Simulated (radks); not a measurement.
Cl II, 16 electrons, occupied as [Ne] 3s2 3p3 4p1 (not the ground configuration).

Method: non-relativistic Kohn-Sham, AM05, spin-polarised, spherical densities, point nucleus; open shells are filled with parallel spins first; computed with a radial shooting solver on a logarithmic mesh with Libxc functionals.

Energy parts (eV):
total: -12455.812
kinetic: 12435.243
electron-nucleus: -29371.543
Hartree: 5193.833
exchange-correlation: -713.344

Orbitals (lengths in bohr, moments of r in powers of bohr; r(max) is where P^2 peaks):
orbital,occ.,eigenvalue (eV),<1/r>,r(max),<r>
1s up,1,-2753.942,16.52,0.06004,0.09161
1s down,1,-2753.289,16.52,0.06003,0.09159
2s up,1,-271.4669,3.280,0.3643,0.4472
2s down,1,-270.8420,3.281,0.3645,0.4467
2p up,3,-212.8239,3.198,0.3021,0.4077
2p down,3,-211.9540,3.199,0.3025,0.4072
3s up,1,-39.8202,0.9554,1.254,1.447
3s down,1,-35.7507,0.9447,1.258,1.466
3p up,3,-26.8402,0.8467,1.350,1.600
3p down,0,-23.0273,0.8258,1.362,1.648
3d up,0,-9.2336,0.5664,1.656,2.282
4s up,0,-8.5914,0.3177,3.734,4.122
4p up,1,-6.1764,0.2661,4.430,4.860

The highest occupied level is 4p up at -6.176 eV. The configuration is held as typed, so some empty levels lie below it. The spin density at the nucleus is -0.1015 e/bohr^3 (1s -0.4417, 2s 0.0518, 3s 0.2884), a Fermi contact field of -5.32 T. Virial ratio -V/T = 2.00165.
